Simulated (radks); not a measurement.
Results of a calculation; reference values are marked as such.
Mean orbital radii <r> (bohr) of neutral gallium, [Ar] 3d10 4s2 4p1, at several levels of relativity; Dirac values are averaged over j with weights 2j + 1. Spin-unpolarised spherical Kohn-Sham, LDA (Slater exchange, Perdew-Wang correlation), point nucleus unless stated (finite: rms radius 3.9973 fm), a radial shooting solver on a logarithmic mesh with Libxc functionals. A level marked "c x" has the speed of light scaled by that factor and shares open shells by 2j + 1; other Dirac levels either fill j = l - 1/2 first or share by 2j + 1.

shell,non-rel.,scalar-rel.,"Dirac, 2j+1 shares","Dirac, c x 3","change of magnitude, last against first (%)"
1s,0.04950,0.04867,0.04867,0.04941,-0.18
2s,0.2219,0.2182,0.2180,0.2215,-0.20
2p,0.1924,0.1909,0.1908,0.1922,-0.09
3s,0.6639,0.6531,0.6530,0.6627,-0.18
3p,0.6847,0.6800,0.6799,0.6841,-0.08
3d,0.8063,0.8111,0.8112,0.8068,+0.07
4s,2.370,2.330,2.330,2.365,-0.18
4p,3.375,3.375,3.375,3.375,0.00
